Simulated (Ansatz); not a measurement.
System: trifluorosilane, sum formula SiHF3, net charge 0, singlet state. 
Geometry from a B3LYP-D3(BJ)/def2-TZVP (Ansatz, an electronic-structure program) optimisation:
```xyz
5

Si    -0.0378    -0.0056     0.3210
F     -0.6853     1.2966    -0.2933
F      1.4942    -0.0233    -0.0598
F     -0.7271    -1.2613    -0.3426
H     -0.2079    -0.0307     1.7674
```

Total electronic energies in hartree. Correlated levels leave the core frozen unless marked. No spin-orbit coupling. Non-relativistic. CBS marks a two-point X^-3 extrapolation of the correlation energy; Hartree-Fock from the larger set (for Q and 5 zeta extrapolated as (X+1)exp(-9√X)). The bracket is a focal-point correction in the basis named.

```csv
level,program,energy (Eh)
HF/6-31G*,Ansatz,-588.01802
HF/aug-cc-pV(Q+d)Z,Ansatz,-588.21918
SVWN5/def2-TZVPD,Ansatz,-586.93018
revPBE-D4/def2-TZVPD,Ansatz + dftd4,-589.81206
r2SCAN-D3(BJ)/def2-TZVPD,Ansatz + dftd3,-589.83352
r2SCAN-D4/def2-TZVPD,Ansatz + dftd4,-589.83356
PBE0-D3(BJ)/def2-TZVPD,Ansatz + dftd3,-589.57051
PBE0/def2-TZVP,Ansatz,-589.56682
PBE0/def2-QZVPP,Ansatz,-589.59502
LC-wPBE/def2-TZVPD,Ansatz,-589.72641
MP2/aug-cc-pV(T+d)Z,Ansatz,-589.08362
MP2/cc-pV(T+d)Z,Ansatz,-589.05370
"MP2/CBS(aug-cc-pV(T+d)Z,aug-cc-pV(Q+d)Z)",Ansatz,-589.2315
"MP2/CBS(cc-pV(Q+d)Z,cc-pV(5+d)Z)",Ansatz,-589.2485
CCSD/cc-pV(Q+d)Z,Ansatz,-589.16900
"CCSD/CBS(aug-cc-pV(T+d)Z,aug-cc-pV(Q+d)Z)",Ansatz,-589.2260
CCSD(T)/STO-3G,Ansatz,-580.45558
CCSD(T)/cc-pV(5+d)Z,Ansatz,-589.23576
CCSD(T) with core electrons (1s frozen past Ne)/cc-pwCVTZ,Ansatz,-589.53380
"RI-MP2/CBS(cc-pV(T+d)Z,cc-pV(Q+d)Z)+[CCSD(T)-MP2]/cc-pV(Q+d)Z",Ansatz,-589.2568
"CCSD(T)/CBS(aug-cc-pV(T+d)Z,aug-cc-pV(Q+d)Z)",Ansatz,-589.2581
"CCSD(T)/CBS(cc-pV(T+d)Z,cc-pV(Q+d)Z)",Ansatz,-589.2569
"CCSD(T)/CBS(cc-pV(Q+d)Z,cc-pV(5+d)Z)",Ansatz,-589.2685
```

Totals of different functionals don't rank their quality; only differences between species are comparable.
